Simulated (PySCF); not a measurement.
## Computed structure and properties of [Lu(H2O)3]3+

System: [Lu(H2O)3]3+ (singlet in the valence; each metal's 4f electrons, 14 of them, lie in its core potential, out of spins and levels); start: displaced along the imaginary mode (D3). Method: PySCF 2.14.0, RKS PBE, Lu lcecp-1-SVP with ECP60, O def2-SVP, H def2-SVP; non-relativistic Hamiltonian with scalar-relativistic core potentials where named; density fitting; no spin-orbit coupling.

Input of the relaxation:

```python
mol = gto.M(atom='''
Lu     0.00000     0.00000    -0.00000
O      2.20482    -0.00001     0.00000
H      2.83045     0.24998     0.78027
H      2.83045    -0.25002    -0.78027
O     -1.10240     1.90943    -0.00000
H     -1.63172     2.32625     0.78027
H     -1.19870     2.57625    -0.78027
O     -1.10242    -1.90942    -0.00000
H     -1.19873    -2.57623     0.78027
H     -1.63175    -2.32623    -0.78027''',
    basis={'Lu': 'lcecp-1-SVP', 'O': 'def2-SVP', 'H': 'def2-SVP'},
    ecp={'Lu': 'lcecp-1-SVP'},
    charge=3, spin=0)
mf = dft.RKS(mol, xc='PBE')
mf.grids.atom_grid = (50, 194)  # f atoms: unpruned, at least (60, 302)
mf = mf.density_fit()  # fitting sets: Lu AutoAux, O def2-universal-JKFIT, H def2-universal-JKFIT
mf.conv_tol = 1e-08; mf.max_cycle = 55
mf.kernel(dm0)  # dm0: converged density of the start geometry
# quasi-Newton relaxation in Cartesian coordinates to a largest gradient under 0.00045 Eh/bohr, steps kept in the point group
```

Run from Python with OMP_NUM_THREADS=2; the lines above give its settings. Where DIIS fails, smearing, a level shift and second-order steps follow.
It took 110 s on 2 threads of Arm Neoverse V1, on a shared host, from the converged density of the start.

Course of the relaxation:

| step | energy above end (eV) | largest force component within the symmetry (eV/Å) |
| --- | --- | --- |
| 0 | 0.2621 | 1.064 |
| 1 | 0.1252 | 0.065 |
| 2 | 0.1157 | 0.052 |
| 3 | 0.1052 | 0.247 |
| 4 | 0.0996 | 0.302 |
| 5 | 0.0815 | 0.256 |
| 6 | 0.0603 | 0.075 |
| 7 | 0.0594 | 0.573 |
| 18 | 0.0016 | 0.020 |
| 19 | 0.0010 | 0.079 |
| 20 | 0.0005 | 0.019 |
| 21 | 0.0002 | 0.011 |
| 22 | 0.0001 | 0.028 |
| 23 | 0.0000 | 0.004 |
(The steps between are left out.)

Relaxed geometry (D3):

```xyz
10

Lu    0.0000    0.0000    0.0000
O     2.1932    0.0000    0.0000
H     2.8178    0.7509    0.2170
H     2.8178   -0.7509   -0.2170
O    -1.0966    1.8993    0.0000
H    -2.0592    2.0649    0.2170
H    -0.7586    2.8158   -0.2170
O    -1.0966   -1.8993    0.0000
H    -0.7586   -2.8157    0.2170
H    -2.0592   -2.0648   -0.2170
```

```csv
contact,Å
Lu1–O2 (H2O),2.193
Lu1–O5 (H2O),2.193
Lu1–O8 (H2O),2.193
```

On the finer grid (75, 302):

```yaml
HOMO: -23.73 eV
LUMO: -18.25 eV
Dipole_about_the_centre_of_mass: 0.00 D
Set_of_Mulliken_populations_of_Lu1_outside_the_core_potential: s 2.20, p 6.20, d 0.80, f 0.04
D3_BJ_dispersion_energy_not_in_the_energies: -0.132 eV
```

```json
{"atom": "Lu1", "Mulliken (e)": "1.76", "Löwdin (e)": "1.45", "spin (e)": "0.00"}
{"atom": "O2", "Mulliken (e)": "-0.26", "Löwdin (e)": "0.07", "spin (e)": "0.00"}
{"atom": "H3", "Mulliken (e)": "0.34", "Löwdin (e)": "0.22", "spin (e)": "0.00"}
{"atom": "H4", "Mulliken (e)": "0.34", "Löwdin (e)": "0.22", "spin (e)": "0.00"}
{"atom": "O5", "Mulliken (e)": "-0.26", "Löwdin (e)": "0.07", "spin (e)": "0.00"}
{"atom": "H6", "Mulliken (e)": "0.34", "Löwdin (e)": "0.22", "spin (e)": "0.00"}
{"atom": "H7", "Mulliken (e)": "0.34", "Löwdin (e)": "0.22", "spin (e)": "0.00"}
{"atom": "O8", "Mulliken (e)": "-0.26", "Löwdin (e)": "0.07", "spin (e)": "0.00"}
{"atom": "H9", "Mulliken (e)": "0.34", "Löwdin (e)": "0.22", "spin (e)": "0.00"}
{"atom": "H10", "Mulliken (e)": "0.34", "Löwdin (e)": "0.22", "spin (e)": "0.00"}
```

The 4f levels lie in the core potential and are missing.

On the grid (50, 194), as all that follows. Harmonic modes: a minimum within the noise of the softest modes; lowest -21 cm⁻¹ (negative: unstable), highest 3442 cm⁻¹, zero-point energy 1.926 eV.

Taking off one H2O (charge 0, singlet; the rest: singlet) in vacuum, both parts rigid, costs 4.18 eV; the small basis without counterpoise inflates it. Parting with an electron moved from the ligand to the metal can be far cheaper, even downhill.

Rigid scan of H2O along the line from its metal:

```tsv
distance to O2 (Å)	energy (eV)
1.89	0.784
1.99	0.295
2.09	0.063
2.19	0.000
2.29	0.047
2.39	0.163
2.59	0.501
```

One start shape was tried, so this needn't be the lowest isomer.

An lcecp potential fixes the number of 4f electrons, so in runs with it no electron can move into or out of that shell.
